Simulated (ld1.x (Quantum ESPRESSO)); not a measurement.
**Building the ultrasoft potential for selenium (LDA (PZ), scalar-relativistic).**

* Element: selenium
* Generator: ld1.x (Quantum ESPRESSO) 7.5
* Type: ultrasoft
* Functional: LDA (PZ)
* Relativity: scalar-relativistic
* Frozen core: [Ar] 3d10
* Valence charge: 6
* Reference configuration: 4s2 4p4
* Partial waves: 4s (bound): rcut 1.25, rcutus 1.60 bohr; 4s channel at 0.85 Ry: rcut 1.25, rcutus 1.60 bohr; 4p (bound): rcut 1.10, rcutus 1.35 bohr; 4p channel at 1.4 Ry: rcut 1.10, rcutus 1.35 bohr; 4d channel at 0.35 Ry: rcut 1.10, rcutus 1.30 bohr
* Local potential: all-electron potential smoothed inside 1.30 bohr (lloc = -1)
* Core correction: Bessel-smoothed model core inside 0.90 bohr
* Augmentation charge: built from norm-conserving waves at rcut, not smoothed further

All-electron outer shells of the reference configuration (LDA (PZ), scalar-relativistic, ld1.x):

| shell | level (eV) | outermost node (bohr) | outermost maximum (bohr) |
| --- | --- | --- | --- |
| 3p | -152.70 | 0.21 | 0.50 |
| 3d | -53.39 | – | 0.45 |
| 4s | -17.49 | 0.70 | 1.51 |
| 4p | -6.66 | 0.74 | 1.80 |

(1) Estimate the cutoffs (Ry, on a coarse ladder) from which the occupation-weighted sum of valence levels, in a spherical-Bessel basis at the reference potential, stays within 10 and 1 mRy of its value at 400 Ry.

(2) Does the potential have ghost states?

(3) Is the overlap operator S = 1 + Σ q|β⟩⟨β| positive definite (Bessel basis up to 400 Ry)?

(4) Which valence shell sets the plane-wave cutoff?

(5) Tests: 4s2 4p3; 4s2 4p2; 4s2 4p1; 4s1 4p4; 4s2 4p3.5; 4s2 4p0; 4s1 4p5. Which has the largest error in its energy relative to the reference configuration, and how large is it?

## Answers

(1) 21 Ry and 35 Ry.

(2) Ghost state, extra bound levels that the all-electron valence spectrum of the same l lacks: p at -21.6 eV. A true bound ghost makes a file unfit for plane-wave use. The logarithmic derivative shows an extra or strongly shifted pseudo pole above the reference energy (d near 2.35 Ry).

(3) Yes: its lowest eigenvalue is 0.32 (s channel).

(4) 4p: its level needs 25 Ry to come within 1 mRy, against 15 Ry for 4s.

(5) 4s2 4p0, with -292 meV (all-electron minus pseudo) on +105.30 eV.
